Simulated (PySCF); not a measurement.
Compound: CH8Ge2SSe.
Bonds: C1–S2, S2–Ge3, Ge3–Se4, Se4–Ge5. Hydrogens: H6, H7, H8 on C1; H9, H10 on Ge3; H11, H12, H13 on Ge5.

A GFN2-xTB structure was refined with PBE0-D3(BJ)/def2-SVP geometry optimisation, gas phase (PySCF). Its GFN2-xTB values:

| coordinate | GFN2-xTB |
| --- | --- |
| C1–S2 | 1.826 Å |
| C1–H6 | 1.086 Å |
| S2–Ge3 | 2.211 Å |
| Ge3–Se4 | 2.366 Å |
| Ge3–H9 | 1.524 Å |
| Se4–Ge5 | 2.327 Å |
| Ge5–H11 | 1.503 Å |
| Ge5–H12 | 1.498 Å |
| C1–S2–Ge3 | 98.7° |
| S2–Ge3–Se4 | 113.7° |
| Ge3–Se4–Ge5 | 96.3° |
| S2–Ge3–Se4–Ge5 | -68° |

Question: How do these coordinates change at the PBE0-D3(BJ)/def2-SVP level?

Answer: 
```tsv
coordinate	PBE0-D3(BJ)/def2-SVP (Å or °)	change
Ge5–H12	1.539	+0.041
Se4–Ge5	2.366	+0.039
Ge5–H11	1.537	+0.034
Ge3–H9	1.541	+0.017
C1–H6	1.099	+0.013
S2–Ge3	2.220	+0.009
Ge3–Se4	2.358	-0.008
C1–S2	1.819	-0.007
S2–Ge3–Se4	109.6	-4.1
Ge3–Se4–Ge5	94.3	-2.0
C1–S2–Ge3	99.9	+1.2
S2–Ge3–Se4–Ge5	-49	+19
```

The energy falls by 11.2 kJ/mol over 9 energy and gradient evaluations, the largest force component goes from 0.0120 to 3.4e-04 Eh/bohr, and the atoms move by 0.413 Å rms after alignment. The bond that changes most is Ge5–H12 (ends: germanium bonded to Se and 3 H; Ge–H hydrogen), which lengthens by 0.041 Å. Bonds longer at the end by more than 0.005 Å: 10 of 12; shorter: 2. Among the dihedrals that turn most is S2–Ge3–Se4–Ge5, from -68° to -49°. Rotational constants go from 1457, 600.9, 532.7 to 1281, 709.1, 564.4 MHz.

The run used 168 basis functions and 60 SCF cycles in all. The run took 3.5 min wall on an Arm Neoverse V1 with one thread, no GPU, on a shared host.

Not checked by PBE0-D3(BJ)/def2-SVP frequencies. One conformer, not necessarily the lowest.
